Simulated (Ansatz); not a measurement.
C2H6O2Sn (`C[O][Sn][O]C`), relaxed with RKS PBE-D4/def2-SVP in Ansatz from a rough embedded geometry. The force threshold is 0.03 eV/Å; the program also tests the step.

Charge 0, multiplicity 1. Sn: def2 effective core potential.

Start:

```xyz
11

C    -0.104   -1.687    0.959
O     1.089   -1.151    0.661
Sn    0.946    0.759    1.189
O    -0.389    1.670    0.135
C    -0.115    1.572   -1.210
H    -0.956   -1.289    0.390
H    -0.318   -1.672    2.059
H    -0.056   -2.822    0.706
H    -0.888    2.041   -1.874
H     0.853    2.083   -1.448
H    -0.063    0.496   -1.567
```

How much energy does the relaxation release, and in how many steps? (Estimate.)

Computed: 110.63 kJ/mol, in 12 steps.

Which bonds change most? (Best estimate.)

Ansatz gave: Sn3–O4 from 1.930 to 2.029 Å; C1–O2 from 1.342 to 1.403 Å; C1–H8 from 1.164 to 1.117 Å; O2–Sn3 from 1.986 to 2.029 Å.

Give the relaxed structure. (An estimate is asked.)

Computed: 
```xyz
11

C    -0.272   -1.563    0.868
O     0.596   -0.811    1.674
Sn    1.344    1.074    1.618
O     0.685    1.832   -0.145
C    -0.034    1.319   -1.236
H    -1.018   -0.950    0.310
H    -0.844   -2.284    1.498
H     0.286   -2.167    0.113
H    -1.137    1.347   -1.065
H     0.166    1.937   -2.142
H     0.230    0.266   -1.493
```
